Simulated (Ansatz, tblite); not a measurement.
Cost and result up the ladder for Ga₄As₅⁻ (9 atoms). Charge -1, multiplicity 1. Geometry: PBE-D4/def2-SVP.

```tsv
atom	x (Å)	y (Å)	z (Å)
Ga1	1.624	2.503	0.054
Ga2	-0.852	-2.679	-0.341
Ga3	1.076	-0.348	0.100
Ga4	-2.031	-0.110	-0.479
As5	1.405	-2.759	0.031
As6	-0.810	1.228	1.138
As7	-0.390	3.547	0.599
As8	3.117	0.799	-0.434
As9	-3.138	-2.181	-0.667
```

Ansatz on 4 threads of Intel Xeon on a shared host; xTB runs through tblite on one thread. Times are rough, summed over both states, and most runs start from the orbitals of an earlier one. No level here is sound enough to serve as a yardstick. The other state is a doublet.

The xTB rows come from tblite. The structure comes from a short search, and lower isomers may exist.

Raw xTB energies of ions are shifted by several eV.

```json
{"level": "GFN1-xTB", "functions": "81", "wall time": "0.27 s", "vertical IE (eV)": "6.99"}
{"level": "GFN2-xTB", "functions": "81", "wall time": "0.3 s", "vertical IE (eV)": "6.92"}
{"level": "PBE-D4/def2-SVP (with forces)", "functions": "288", "wall time": "77 s", "vertical IE (eV)": "2.94"}
{"level": "r2SCAN-D4/def2-SVP", "functions": "288", "wall time": "2.7 min", "vertical IE (eV)": "3.12"}
```
